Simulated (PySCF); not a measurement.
Molecule: SMILES c1c(C=C)ccnc1, C7H7N.

Numbering as in the mapped SMILES `[CH2:1]=[CH:2][c:3]1[cH:4][cH:5][n:6][cH:7][cH:8]1`; H(Xn) means a hydrogen on atom n. Ha(C1) is cis to C3; Hb(C1) is trans to C3.

Geometry PBE0-D3(BJ)/def2-SVP throughout; GIAO in PySCF 2.14.0 with density-fitted response routines, gas phase, one conformer, non-relativistic; equivalent atoms averaged; basis pcSseg-1.

Question: How do the shifts δ (against TMS, NH3 at the same level) depend on the functional? (a selection of nuclei; ppm; last column core-seconds on shared hosts with different chips, so compare them loosely; the GGAs took longer than the global hybrids here, which isn't the general rule, and the cause wasn't traced)

Answer: 
```tsv
functional	kind	C5/C7	C2	C4/C8	C1	N6	H(C5)/H(C7)	H(C2)	Ha(C1)	Hb(C1)	core-s
LDA	LDA	160.0	150.3	127.7	127.7	381.1	8.81	6.70	6.60	5.82	22
PBE	GGA	153.9	143.4	122.6	121.4	362.8	8.69	6.56	6.45	5.67	27
BLYP	GGA	154.5	144.0	123.1	120.4	368.0	8.56	6.44	6.31	5.51	32
BP86	GGA	153.8	143.3	122.4	121.4	359.6	8.67	6.55	6.44	5.66	28
KT3	GGA	143.1	132.5	113.5	111.5	332.7	8.42	6.29	6.21	5.43	32
B3LYP	global hybrid	156.8	144.6	125.2	123.0	369.4	8.62	6.51	6.37	5.62	20
PBE0	global hybrid	156.4	143.8	124.7	124.1	363.9	8.75	6.64	6.50	5.78	26
WP04	global hybrid	156.1	141.9	124.5	122.6	354.0	8.41	6.28	6.08	5.45	20
B97-2	global hybrid	153.0	140.4	121.8	121.0	353.5	8.67	6.56	6.42	5.70	20
wB97X-D	range-separated hybrid	157.7	143.9	125.7	125.2	361.7	8.74	6.63	6.50	5.81	26
```

Question: Which nucleus among those listed moves most, in ppm?

Answer: N6 (pyridine-type ring nitrogen): from 332.7 ppm with KT3 to 381.1 ppm with LDA. The smallest spread is 0.39 ppm, at Hb(C1). Proton shifts span only some 12 ppm, so a few tenths of a ppm matter as much there as several ppm in carbon.
